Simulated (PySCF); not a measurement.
Ge(OH)4 (GeH4O4), SMILES [OH][Ge]([OH])([OH])[OH]. Coordinates come from a PBE0-D3(BJ)/def2-SVP optimisation. The isomer is the one that the SMILES or the coordinates give; other isomers of the formula were not compared. Other conformers were not sampled.

Computed equilibrium geometry at PBE0-D3(BJ)/def2-SVP (PySCF confirms it by a frequency run) as bond lengths and angles, and its point group (one conformer of several):
point group S4.
Atoms: O1 Ge2 O3 O4 O5 H6 H7 H8 H9. Bonds (Å): O1–Ge2 1.756, O1–H6 0.964, Ge2–O3 1.756, Ge2–O4 1.756, Ge2–O5 1.756, O3–H7 0.964, O4–H8 0.964, O5–H9 0.964. Angles (°): Ge2–O1–H6 111.7, O1–Ge2–O3 116.3, O1–Ge2–O4 106.2, O1–Ge2–O5 106.2, O3–Ge2–O4 106.2, O3–Ge2–O5 106.2, O4–Ge2–O5 116.3, Ge2–O3–H7 111.7, Ge2–O4–H8 111.7, Ge2–O5–H9 111.7.
